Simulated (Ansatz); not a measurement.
Start from `O=C[SiH]([SiH3])[SiH3]` and change one atom or group to get `F[SiH]([SiH3])[SiH3]`.

Ansatz, PBE0-D4/def2-TZVP geometries, multiplicity 1. Each molecule was computed in one conformer, which needn't be the lowest.

```csv
property,`O=C[SiH]([SiH3])[SiH3]`
LUMO energy (PBE/def2-TZVPP) / eV,-2.85
HOMO–LUMO gap (ωB97M-V/def2-TZVPP) / eV,9.71
HOMO–LUMO gap (B3LYP/def2-TZVPP) / eV,4.86
size of the dipole moment (B3LYP/def2-TZVPP) / D,2.06
HOMO energy (PBE/def2-TZVPP) / eV,-5.65
size of the dipole moment (PBE/def2-TZVPP) / D,1.84
```

What does the change do to each property? (An estimate is asked.)

The calculation gave: 
```csv
property,`F[SiH]([SiH3])[SiH3]`,shift
LUMO energy (PBE/def2-TZVPP) / eV,-1.85,1.00
HOMO–LUMO gap (ωB97M-V/def2-TZVPP) / eV,10.68,0.97
HOMO–LUMO gap (B3LYP/def2-TZVPP) / eV,6.58,1.72
size of the dipole moment (B3LYP/def2-TZVPP) / D,1.12,-0.94
HOMO energy (PBE/def2-TZVPP) / eV,-6.81,-1.16
size of the dipole moment (PBE/def2-TZVPP) / D,1.05,-0.79
```

With PBE0 the HOMO falls by 0.86 eV and the LUMO rises by 0.76 eV, so the gap widens by about 1.62 eV. PBE moves the HOMO by -1.16 eV and ωB97M-V by -0.57 eV. Dipoles are sizes alone; their direction can turn.

B3LYP here is the variant with VWN-RPA as its local correlation; programs differ in this.
